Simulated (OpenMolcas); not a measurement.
A calculation on Ta.

```yaml
Program: OpenMolcas
Method: CASSCF
Basis: ANO-RCC-VTZP [8s7p5d3f2g1h]
Scalar_Hamiltonian: DKH2, point nucleus
Active_space: 5 electrons in 11 orbitals (5d 6s 6d)
State_averaging: 2S+1 = 4 even, 42 roots; 2S+1 = 6 even, 5 roots kept (CI in the orbitals of an earlier block); 2S+1 = 2 even, 35 roots kept (CI in the orbitals of an earlier block)
Spin-orbit_coupling: RASSI with atomic mean-field integrals over the reference wave functions, term energies averaged over their components
```

Task: Which level of the active space comes out lowest?

Result: 5d³ 6s² ⁴F_3/2, with 92 % of that term; it is also the measured ground level.

Task: How high does 5d⁴ 6s ⁶D_3/2 [67 %] lie?

Result: 4561 cm⁻¹ above the lowest level.

Task: How high does 5d³ 6s² ⁴F_9/2 lie?

Result: 5983 cm⁻¹ above the lowest level; measured 5621 cm⁻¹ above the ground level, so the calculation is off by +6 %.

Task: How high does 5d³ 6s² ²D_3/2 [67 %] lie?

Result: 12115 cm⁻¹ above the lowest level.

Task: The level at 6687 cm⁻¹ has J = 3/2. What is it made of, and what is its g factor?

Result: 55 % 5d³ 6s² ⁴P_3/2, 33 % 5d⁴ 6s ⁶D, 9 % 5d³ 6s² ²P; g = 1.707, against 1.735 from Landé's formula for the pure leading term.

Measured values: NIST Handbook of Basic Atomic Spectroscopic Data.

Without dynamic correlation excited terms often stand tens of per cent too high (terms of higher spin than the ground term too low), and those without a measured partner can miss by more than the paired ones. Terms from blocks run as CI alone lack orbitals of their own. Active for correlation alone: 6d; no level in the range computed is led by a configuration that fills it, so any true level of that kind is missing. Measured partners are found by configuration, term and J. A level has none where our copy of the source lacks it or the pairing is in doubt (some pairs that miss far off the trend of their configuration count as doubtful), and it then counts in no deviation. Levels of configurations outside the active space are missing.

A share in square brackets marks a mixed level and gives the weight of the term that names it.
